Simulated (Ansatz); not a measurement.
The first iterations of a band of ClH$_{5}$W (7 atoms, charge 0, multiplicity 1).

The calculation used RKS B3LYP-D4/def2-SVP (Ansatz 0.2.0).

* movable images: 8
* climbing image: no
* spring: 5.0 eV/Å²
* optimiser: quadratic models (default)
* start path: through a guess of the saddle point
* force threshold: 0.03 eV/Å
* iteration limit: 60
* end points: relaxed

Image 0:

```xyz
7
Properties=species:S:1:pos:R:3
W 0.002 0.165 0.375
Cl 0.925 0.280 2.458
H 1.346 -0.741 0.017
H -0.138 1.715 -0.313
H -1.512 -0.611 0.423
H -0.157 -1.177 -0.625
H 0.756 0.369 -1.113
```

Image 9:

```xyz
7
Properties=species:S:1:pos:R:3
W -0.085 0.155 -0.002
Cl 0.421 -0.934 2.073
H 1.445 0.608 0.488
H 0.327 1.753 -0.465
H -1.489 0.123 0.954
H 0.947 -1.123 -0.300
H -0.344 -0.583 -1.527
```

| iteration | highest image above the first end (eV) | largest band force component (eV/Å) |
| --- | --- | --- |
| 1 | 6.240 | 6.667 |
| 2 | 4.220 | 3.574 |
| 3 | 3.265 | 2.997 |
| 4 | 2.636 | 2.380 |
| 5 | 1.873 | 1.620 |
| 6 | 1.468 | 1.402 |
| 7 | 1.508 | 5.845 |
| 8 | 1.381 | 1.758 |
| 9 | 1.381 | 0.907 |

Does the band converge within its limit, and where does its top end?

The forces met the threshold. It ended after 29 iterations with the highest image 1.381 eV above the first end. The highest image is an end point: on this band no image between the ends rises above it. Between wells the path still climbs a hump at image 1, 0.51 eV above the well before it.

The run took 14 min on 1 thread of Arm Neoverse V1, with other jobs on the host, peak memory 0.14 GiB.
